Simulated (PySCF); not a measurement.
Species: C5H9BO2.
SMILES with atom numbers: `[CH2:1]=[CH:2][C@H:3]1[CH2:4][CH2:5][O:6][BH:7][O:8]1` (hydrogens: H9, H10 on C1; H11 on C2; H12 on C3; H13, H14 on C4; H15, H16 on C5; H17 on B7)

Geometry (PBE0-D3(BJ)/def2-SVP, Å), atoms numbered from 1 in this order:
```xyz
17
C5H9BO2 angstrom
C     -2.660    0.244    0.725
C     -1.372   -0.086    0.649
C     -0.515    0.131   -0.564
C      0.571    1.185   -0.350
C      1.640    0.669    0.595
O      2.116   -0.598    0.194
B      1.343   -1.416   -0.567
O      0.080   -1.098   -0.957
H     -3.240    0.085    1.638
H     -3.186    0.685   -0.128
H     -0.875   -0.543    1.514
H     -1.165    0.448   -1.396
H      0.128    2.114    0.039
H      1.028    1.420   -1.326
H      2.498    1.358    0.627
H      1.250    0.595    1.626
H      1.801   -2.474   -0.917
```

The closed-shell ground state was solved at several levels (PySCF, density fitting, gas phase, non-relativistic).

```json
{"level": "B3LYP/pcJ-1", "basis functions": "306", "total energy (Eh)": "-371.3316", "HOMO (eV)": "-7.60", "LUMO (eV)": "-0.37", "gap (eV)": "7.23", "dipole (D)": "3.21"}
{"level": "B3LYP/pcSseg-1", "basis functions": "181", "total energy (Eh)": "-371.2821", "HOMO (eV)": "-7.62", "LUMO (eV)": "-0.38", "gap (eV)": "7.24", "dipole (D)": "3.19"}
{"level": "B3LYP/def2-SVPD", "basis functions": "238", "total energy (Eh)": "-371.0664", "HOMO (eV)": "-7.65", "LUMO (eV)": "-0.47", "gap (eV)": "7.18", "dipole (D)": "3.06"}
```

What might PBE0/pcSseg-1 (181 basis functions) give for the same quantities?

Total energy -370.8352 Eh, HOMO -7.85 eV, LUMO -0.16 eV, gap 7.69 eV, dipole 3.21 D.

Over all these levels, which gives the widest orbital gap and which the narrowest?

PBE0/pcSseg-1 (global hybrid, 25 % exact exchange) has the widest, 7.69 eV, and B3LYP/def2-SVPD (global hybrid, 20 % exact exchange) the narrowest, 7.18 eV. Functional and basis both differ between the two, so the spread mixes both effects.

How much does the basis alone move the frontier levels among the 3 B3LYP rows?

The HOMO by 0.05 eV and the LUMO by 0.10 eV. By rising basis size (HOMO, LUMO in eV): pcSseg-1 -7.62, -0.38; def2-SVPD -7.65, -0.47; pcJ-1 -7.60, -0.37.

How far do the dipole and the HOMO energy spread over the levels?

The dipole runs from 3.06 to 3.21 D (mean 3.17 D) and the HOMO from -7.85 to -7.60 eV.

One conformer stands for the species.
